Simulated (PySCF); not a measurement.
BFH2Se, SMILES FB[SeH]. Geometry optimised at B3LYP-D3(BJ)/def2-TZVP. One conformer was computed; it need not be the lowest.

TDA-ωB97X/def2-SVPD run with PySCF puts the lowest singlet excitations at 6.01, 6.32, 6.49, 7.32, 7.86, 8.42 eV.

### Question
What are the lowest excitation roots from ADC(2)/aug-cc-pVDZ run with PySCF 2.14.0? (Estimate from the structure and the level; the computed values follow.)

### Answer
6.02, 6.02, 6.53, 7.06, 7.79, 8.07 eV. S1 differs by 0.00 eV (second minus first; roots are paired by order, and the bases may differ).
